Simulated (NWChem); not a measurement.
The numbers come from NWChem runs, not from measurements. System: HBCl2S, charge 0, spin multiplicity 1, at a geometry optimised with PBE/def2-SVP. The structure started from a generated list of species. Level: PBE0/6-31+G* (spherical d).

Part of the output:

```
             Northwest Computational Chemistry Package (NWChem) 7.3.0
             --------------------------------------------------------

                                NWChem Input Module
                                -------------------

 Scaling coordinates for geometry "geometry" by  1.889725989
 (inverse scale =  0.529177249)

 Turning off AUTOSYM since
 SYMMETRY directive was detected!

                             Geometry "geometry" -> ""
                             -------------------------

 Output coordinates in angstroms (scale by  1.889725989 to convert to a.u.)

  No.       Tag          Charge          X              Y              Z
 ---- ---------------- ---------- -------------- -------------- --------------
    1 B                    5.0000    -0.00575300    -0.01209900     0.00000000
    2 Cl                  17.0000    -1.76458800    -0.11015100     0.00000000
    3 Cl                  17.0000     0.95426900    -1.49257900     0.00000000
    4 S                   16.0000     0.73588700     1.63138600     0.00000000
    5 H                    1.0000     2.02997800     1.20471300     0.00000000

 Effective nuclear repulsion energy (a.u.)     230.5100896775

            Nuclear Dipole moment (a.u.)
            ----------------------------
        X                 Y               Z
 ---------------- ---------------- ----------------
    -0.0000340151    -0.0000302356     0.0000000000

      Symmetry information
      --------------------

 Group name             Cs
 Group number              2
 Group order               2
 No. of unique centers     5

      Symmetry unique atoms

     1    2    3    4    5


 Summary of "ao basis" -> "" (spherical)
 ------------------------------------------------------------------------------
       Tag                 Description            Shells   Functions and Types
 ---------------- ------------------------------  ------  ---------------------
 *                          6-31+g*                   on all atoms

                                 NWChem DFT Module
                                 -----------------

 Summary of "ao basis" -> "ao basis" (spherical)
 ------------------------------------------------------------------------------
       Tag                 Description            Shells   Functions and Types
 ---------------- ------------------------------  ------  ---------------------
 B                          6-31+g*                  8       18   4s3p1d
 Cl                         6-31+g*                 10       22   5s4p1d
 S                          6-31+g*                 10       22   5s4p1d
 H                          6-31+g*                  2        2   2s

 Summary of "ao basis" -> "ao basis" (spherical)
 ------------------------------------------------------------------------------
       Tag                 Description            Shells   Functions and Types
 ---------------- ------------------------------  ------  ---------------------
 B                          6-31+g*                  8       18   4s3p1d
 Cl                         6-31+g*                 10       22   5s4p1d
 S                          6-31+g*                 10       22   5s4p1d
 H                          6-31+g*                  2        2   2s

      Symmetry analysis of basis
      --------------------------

        a'         63
        a"         23

            General Information
            -------------------
          SCF calculation type: DFT
          Wavefunction type:  closed shell.
          No. of atoms     :     5
          No. of electrons :    56
           Alpha electrons :    28
            Beta electrons :    28
          Charge           :     0
          Spin multiplicity:     1
          Use of symmetry is: on ; symmetry adaption is: on
          Maximum number of iterations: 100
          AO basis - number of functions:    86
                     number of shells:    40
          Convergence on energy requested:  1.00D-06
          Convergence on density requested:  1.00D-05
          Convergence on gradient requested:  5.00D-04

              XC Information
              --------------
                         PBE0 Method XC Functional
[...]
    11 a'         12 a"         13 a'         14 a'         15 a'
    16 a"         17 a'         18 a'         19 a'         20 a'
    21 a'         22 a'         23 a"         24 a'         25 a"
    26 a'         27 a'         28 a"         29 a"         30 a'
    31 a'         32 a'         33 a"         34 a'         35 a'
    36 a'         37 a"         38 a'

------------------------------------------------------------
EAF file 0: "./mol.aoints.0" size=524288 bytes
------------------------------------------------------------
               write      read    awrite     aread      wait
               -----      ----    ------     -----      ----
     calls:        1         0         0         0         0
   data(b): 5.24e+05  0.00e+00  0.00e+00  0.00e+00
   time(s): 0.00e+00  0.00e+00  0.00e+00  0.00e+00  0.00e+00
rate(mb/s): 0.00e+00  0.00e+00
------------------------------------------------------------

   convergence    iter        energy       DeltaE   RMS-Dens  Diis-err    time
 ---------------- ----- ----------------- --------- --------- ---------  ------
 d= 0,ls=0.0,diis     1  -1343.5408694997 -1.57D+03  2.15D-02  5.72D-01     3.4
 d= 0,ls=0.0,diis     2  -1343.5031094845  3.78D-02  1.01D-02  8.44D-01     3.8
 d= 0,ls=0.0,diis     3  -1343.6191143605 -1.16D-01  1.91D-03  1.93D-02     4.1
 d= 0,ls=0.0,diis     4  -1343.6219396037 -2.83D-03  5.61D-04  1.22D-03     4.4
 d= 0,ls=0.0,diis     5  -1343.6221448778 -2.05D-04  1.02D-04  3.41D-05     4.8
  Resetting Diis
 d= 0,ls=0.0,diis     6  -1343.6221495905 -4.71D-06  3.35D-05  4.69D-06     5.1
 d= 0,ls=0.0,diis     7  -1343.6221503570 -7.66D-07  1.22D-05  2.00D-07     5.4
 d= 0,ls=0.0,diis     8  -1343.6221503556  1.33D-09  6.35D-06  2.14D-07     5.8

         Total DFT energy =    -1343.622150355625
      One electron energy =    -2313.456158070479
           Coulomb energy =      825.513839016634
    Exchange-Corr. energy =      -86.189920979245
 Nuclear repulsion energy =      230.510089677465

 Numeric. integr. density =       56.000007097755

     Total iterative time =      4.7s

                  Occupations of the irreducible representations
                  ----------------------------------------------

                     irrep           alpha         beta
                     --------     --------     --------
                     a'               22.0         22.0
                     a"                6.0          6.0

                       DFT Final Molecular Orbital Analysis
                       ------------------------------------

 Vector   26  Occ=2.000000D+00  E=-3.492328D-01  Symmetry=a'
              MO Center= -6.2D-01,  1.1D-01,  1.4D-15, r^2= 4.0D+00
   Bfn.  Coefficient  Atom+Function         Bfn.  Coefficient  Atom+Function
  ----- ------------  ---------------      ----- ------------  ---------------
    26      0.548285  2 Cl py                70      0.369808  4 S  py
    48      0.314536  3 Cl py                30      0.272830  2 Cl py
    22     -0.212248  2 Cl py                52      0.177138  3 Cl py
    74      0.170888  4 S  py                 4     -0.150590  1 B  py
    66     -0.140608  4 S  py                44     -0.121282  3 Cl py

 Vector   27  Occ=2.000000D+00  E=-3.408146D-01  Symmetry=a'
              MO Center=  1.1D-01, -7.0D-01, -1.9D-15, r^2= 3.9D+00
   Bfn.  Coefficient  Atom+Function         Bfn.  Coefficient  Atom+Function
  ----- ------------  ---------------      ----- ------------  ---------------
    47      0.517266  3 Cl px                26     -0.398029  2 Cl py
    48      0.282819  3 Cl py                51      0.267781  3 Cl px
    70      0.206334  4 S  py                30     -0.200073  2 Cl py
    43     -0.199475  3 Cl px                25      0.160607  2 Cl px
    22      0.153656  2 Cl py                52      0.139601  3 Cl py

 Vector   28  Occ=2.000000D+00  E=-3.099115D-01  Symmetry=a"
              MO Center=  5.0D-01,  1.2D+00, -3.2D-15, r^2= 2.8D+00
   Bfn.  Coefficient  Atom+Function         Bfn.  Coefficient  Atom+Function
  ----- ------------  ---------------      ----- ------------  ---------------
    71      0.640523  4 S  pz                75      0.351229  4 S  pz
    67     -0.242327  4 S  pz                27     -0.233196  2 Cl pz
    49     -0.203546  3 Cl pz                31     -0.133652  2 Cl pz
    53     -0.121060  3 Cl pz                 5      0.096766  1 B  pz
    23      0.089729  2 Cl pz                45      0.078395  3 Cl pz

 Vector   29  Occ=0.000000D+00  E=-5.389125D-02  Symmetry=a"
              MO Center=  4.2D-02,  1.1D-01,  1.6D-14, r^2= 3.1D+00
   Bfn.  Coefficient  Atom+Function         Bfn.  Coefficient  Atom+Function
  ----- ------------  ---------------      ----- ------------  ---------------
     9      0.679435  1 B  pz                 5      0.534852  1 B  pz
    13      0.320147  1 B  pz                75     -0.281042  4 S  pz
    71     -0.268849  4 S  pz                27     -0.234359  2 Cl pz
    49     -0.233606  3 Cl pz                31     -0.230596  2 Cl pz
    53     -0.226376  3 Cl pz                79     -0.195823  4 S  pz

 Vector   30  Occ=0.000000D+00  E=-1.250817D-02  Symmetry=a'
              MO Center=  1.2D+00,  9.1D-01, -3.2D-15, r^2= 8.4D+00
   Bfn.  Coefficient  Atom+Function         Bfn.  Coefficient  Atom+Function
  ----- ------------  ---------------      ----- ------------  ---------------
    10      2.258308  1 B  s                 76     -0.967093  4 S  s
    86      0.665207  5 H  s                 73     -0.523979  4 S  px
    72     -0.447365  4 S  s                 12      0.425624  1 B  py
    54     -0.389463  3 Cl s                 77      0.362200  4 S  px
    11      0.329187  1 B  px                69     -0.299125  4 S  px

 Vector   31  Occ=0.000000D+00  E= 8.029086D-03  Symmetry=a'
              MO Center=  6.3D-01,  1.4D-01,  4.7D-15, r^2= 8.8D+00
   Bfn.  Coefficient  Atom+Function         Bfn.  Coefficient  Atom+Function
  ----- ------------  ---------------      ----- ------------  ---------------
    10      2.547275  1 B  s                  6      1.172054  1 B  s
    54     -0.896209  3 Cl s                 76     -0.737462  4 S  s
    86     -0.722530  5 H  s                 32     -0.691245  2 Cl s
    73      0.599214  4 S  px                50     -0.432939  3 Cl s
    78      0.425988  4 S  py                52     -0.321374  3 Cl py

 center of mass
 --------------
 x =  -0.04686818 y =  -0.04654196 z =   0.00000000

 moments of inertia (a.u.)
 ------------------
         588.561119272960           7.967531671552           0.000000000000
           7.967531671552         578.961698588511           0.000000000000
           0.000000000000           0.000000000000        1167.522817861470

     Multipole analysis of the density
     ---------------------------------

     L   x y z        total         alpha         beta         nuclear
     -   - - -        -----         -----         ----         -------
     0   0 0 0     -0.000000    -28.000000    -28.000000     56.000000

     1   1 0 0      0.533609      0.266822      0.266822     -0.000034
     1   0 1 0      0.171567      0.085798      0.085798     -0.000030
     1   0 0 1     -0.000000     -0.000000     -0.000000      0.000000

     2   2 0 0    -31.008459   -160.489893   -160.489893    289.971327
     2   1 1 0      1.102164     -0.779101     -0.779101      2.660366
     2   1 0 1      0.000000      0.000000      0.000000      0.000000
     2   0 2 0    -34.312689   -163.772675   -163.772675    293.232661
     2   0 1 1      0.000000      0.000000      0.000000      0.000000
     2   0 0 2    -33.492563    -16.746282    -16.746282      0.000000

 Task  times  cpu:        5.8s     wall:        5.8s

 Total times  cpu:        5.8s     wall:        5.8s
```

Question: Write an NWChem input that would produce this output.

Answer: This is not unique; one that fits is 
```
start mol
memory heap 200 mb stack 900 mb global 1100 mb
geometry units angstroms nocenter noautoz
  B     -0.005753    -0.012099     0.000000
  Cl    -1.764588    -0.110151     0.000000
  Cl     0.954269    -1.492579     0.000000
  S      0.735887     1.631386     0.000000
  H      2.029978     1.204713     0.000000
  symmetry group Cs
end
basis spherical
  * library 6-31+g*
end
dft
  xc pbe0
  semidirect memsize 60000000 filesize 0
  iterations 100
end
task dft energy
```
